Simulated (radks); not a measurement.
The numbers below are computed, except where a source is named.
Ce LVIII, 1 electrons, occupied as 1s1.

Level of theory: scalar-relativistic Kohn-Sham, PBE, spin-unpolarised, spherical densities, point nucleus; without spin polarisation the odd electron is poorly described (a radial shooting solver on a logarithmic mesh with Libxc functionals).

Energy parts (eV):
| part | energy |
|---|---|
| total | -47931.71 |
| kinetic | 52900.62 |
| electron-nucleus | -100926.95 |
| Hartree | 529.20 |
| exchange-correlation | -434.58 |

Orbitals (lengths in bohr, moments of r in powers of bohr):
orbital	occ.	eigenvalue (eV)	<r^2>
1s	1	-47515.62	0.0007998
2s	0	-11891.37	0.01118
2p	0	-11456.26	0.008490

The highest occupied level is 1s at -47516 eV. The density falls to 0.001 e/bohr^3 at r = 0.15 bohr. For comparison, the ionisation energy in NIST's Atomic Spectra Database is 47965.9 eV (theoretical). In exact Kohn-Sham theory the highest level is minus the ionisation energy, but local and semilocal functionals leave it too shallow, through self-interaction and a potential that decays too fast; potentials with the right tail come closer. Summed over all electrons, <r^2> = 0.0007998 bohr^2, which gives a Langevin (diamagnetic) susceptibility term of -0.000633 x 10^-6 cm^3/mol.
